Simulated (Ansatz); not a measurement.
A single point on Al₂H₈N₂, SMILES `[NH2+]1[AlH2-][NH2+][AlH2-]1`.

```yaml
crystal:
  periodic: [false, false, false]
  atoms:
    - {symbol: N, position_ang: [-1.001254, 0.334145, -0.854554]}
    - {symbol: Al, position_ang: [0.951337, 0.336851, -0.982978]}
    - {symbol: N, position_ang: [1.001157, -0.337141, 0.853440]}
    - {symbol: Al, position_ang: [-0.951321, -0.334246, 0.983884]}
    - {symbol: H, position_ang: [-1.463817, -0.282830, -1.512546]}
    - {symbol: H, position_ang: [-1.429865, 1.246934, -0.957743]}
    - {symbol: H, position_ang: [1.492000, 1.833479, -1.028507]}
    - {symbol: H, position_ang: [1.433010, -0.795750, -1.992669]}
    - {symbol: H, position_ang: [1.426634, -1.251825, 0.952948]}
    - {symbol: H, position_ang: [1.466718, 0.275880, 1.512985]}
    - {symbol: H, position_ang: [-1.496526, -1.829018, 1.035661]}
    - {symbol: H, position_ang: [-1.428083, 0.803531, 1.990088]}
basis:
  gaussian: {orbitals: def2-QZVPP}
correlation: {method: mp2}
```

```sh
$ ansatz run in.yaml --threads 4 --pin off --events-out ev --progress --plain --max-ram 10444MiB
```

It prints (some lines left out):

```
Functional definition: HF
2880 factors; integrals over basis functions are off by at most 9.8e-4 eV
mean field evaluation 1: about -16256.6229 eV, gradient 4.9e1 eV
mean field evaluation 2: about -16256.7263 eV, gradient 4.9e1 eV
mean field evaluation 4: about -16261.9059 eV, gradient 3.6e0 eV
mean field evaluation 8: about -16261.9628 eV, gradient 9.5e-2 eV
mean field -16261.96280777 eV, -597.6161104312 hartree, gradient 2.2e-6 eV, S^2 0.000000; 0 other end points of the search recorded, 0 dependent functions left out
12 core orbitals not correlated: weight in the atoms' cores, before any rotation towards them, 1.000 or more for the frozen orbitals, at most 0.000 for the correlated occupied ones
reference -16261.96280777 eV, -597.6161104312 hartree; 12, 12 occupied and 470, 470 virtual orbitals, 2880 factors
second order -18.09851816 eV of doubles, -0.00000000 eV of singles
Total energy: -16280.06132593 eV, -598.2812187059 hartree
```

Run time 15 s (4 threads of an Arm Neoverse V2 on a shared host); peak host memory 3.2 GiB.
